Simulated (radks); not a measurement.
Results of a calculation; reference values are marked as such.
Q: Ta I, configuration [Xe] 4f14 5d3 6s2. Code: a radial shooting solver on a logarithmic mesh with Libxc functionals. Model: scalar-relativistic Kohn-Sham, PBEsol, spin-polarised, spherical densities, point nucleus; open shells are filled with parallel spins first (spin-orbit coupling, left out, can overturn this in heavy ions); hard spherical wall at 5 bohr. Some entries of the table are withheld. Estimate them.

orbital,occ.,eigenvalue (hartree),r(max) (bohr),<r> (bohr)
1s down,1,-2474.799,0.01168,0.01866
1s up,1,-2474.799,0.01168,0.01866
2s up,1,-425.0812,0.06686,0.07896
2s down,1,-425.0774,0.06686,0.07896
2p up,3,-372.5152,0.05477,0.07058
2p down,3,-372.5122,0.05477,0.07058
3s up,1,-97.25439,0.1887,0.2049
3s down,1,-97.25353,0.1887,0.2049
3p up,3,-81.62317,0.1866,0.2049
3p down,3,-81.62216,0.1866,0.2049
3d up,5,-63.38406,0.1519,0.1857
3d down,5,-63.38180,0.1519,0.1857
4s up,1,-19.69808,0.4289,0.4588
4s down,1,-19.69524,0.4289,0.4588
4p up,3,-14.57035,0.4496,0.4878
4p down,3,-14.56768,0.4496,0.4878
4d up,5,-8.01040,0.4615,0.5233
4d down,5,-8.00705,0.4615,0.5231
5s up,1,-2.55528,0.9898,1.104
5s down,1,-2.51741,0.9868,1.099
5p up,3,-1.33161,1.128,1.306
5p down,3,-1.27938,1.122,1.296
4f up,7,-0.76350,0.4411,0.6429
4f down,7,-0.75424,0.4409,0.6383
6s up,1,-0.08144,2.641,2.730
5d up,3,-0.03535,1.610,2.052
6s down,1,-0.02718,2.687,2.763
5d down,0,0.03116,1.595,2.073
6p up,0,0.17509,3.061,2.975
6p down,0,0.21885,3.095,3.004
5f up,0,0.62889,3.242,3.112
5f down,0,0.67373,3.287,3.149
7s up,0,0.88506,3.897,(1)
7s down,0,0.92979,3.912,(2)

A: 
(1) 7s up <r> (bohr): 3.020
(2) 7s down <r> (bohr): 3.007
